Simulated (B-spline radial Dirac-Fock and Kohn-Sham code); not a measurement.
The computed values come from a radial finite-basis atomic code: Dirac-Fock energy differences between relaxed states, corrected for Breit and QED terms. The model has no electron correlation.

**Question.** An atom or ion in its tabulated ground configuration has these computed binding energies (the last is its least bound level). Which is it?

| level | binding energy (eV) |
| --- | --- |
| K | 432.6 |
| L1 | 38.81 |
| L2,3 | 28.07 |

**Answer.** N⁺: Z = 7 with 6 electrons, [He] 2s2 2p2. The hydrogen-like estimate √(E/Ry) = 5.6 for the K level lies 1.4 below Z; the outermost level, at 28.07 eV, fixes the charge.

**Question.** An atom or ion in its tabulated ground configuration has these computed binding energies (the last is its least bound level). Which is it?

```csv
level,binding energy (eV)
L1,4877.3
L2,4575.4
M1,1424.1
M2,1302.4
M3,1262.4
M4,1051.7
M5,1043.6
```

**Answer.** In²¹⁺: Z = 49 with 28 electrons, [Ar] 3d10.

**Question.** An atom or ion in its tabulated ground configuration has these computed binding energies (the last is its least bound level). Which is it?

```tsv
level	binding energy (eV)
K	62281.4
L2	12448.5
L3	11467.0
M1	4788.9
M2	4586.7
M3	4349.9
M4,5	4043.0
```

**Answer.** Tm⁴⁷⁺: Z = 69 with 22 electrons, [Ar] 3d4. The hydrogen-like estimate √(E/Ry) = 67.7 for the K level lies 1.3 below Z (screening lowers it, relativity raises it); the outermost level, at 4043.0 eV, fixes the charge.
